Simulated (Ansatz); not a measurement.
Gas-phase reaction in SMILES: COC(F)(F)C(F)(F)C(F)(F)F + 11 [H][H] (H2) → 4 C (CH4) + 7 F (HF) + O (H2O)
Geometries: B3LYP-D3(BJ)/def2-TZVP minima from Ansatz (an electronic-structure program), one conformer each, not searched for the lowest.

Wanted: energy of full hydrogenation (electronic energy difference), in kcal/mol. Cores are frozen in the correlated levels unless marked. No spin-orbit coupling. Non-relativistic. CBS marks a two-point X^-3 extrapolation of the correlation energy; Hartree-Fock from the larger set. [CCSD(T)-MP2]/basis is that difference in the basis named.

RI-MP2/CBS(cc-pVTZ,cc-pVQZ)+[CCSD(T)-MP2]/cc-pVTZ (Ansatz) gives -217.9 kcal/mol.

Question: Another calculation gave -194.7 kcal/mol. Which level was it?
A) SVWN5/def2-TZVPD (Ansatz)
B) revPBE/def2-TZVPD (Ansatz)
C) wB97X-V/def2-TZVPD (Ansatz)
D) B2GP-PLYP/def2-TZVPD (Ansatz)

Answer: C, wB97X-V/def2-TZVPD (Ansatz). The others give -210.8 (B2GP-PLYP), -213.5 (revPBE), -185.0 (SVWN5) kcal/mol.
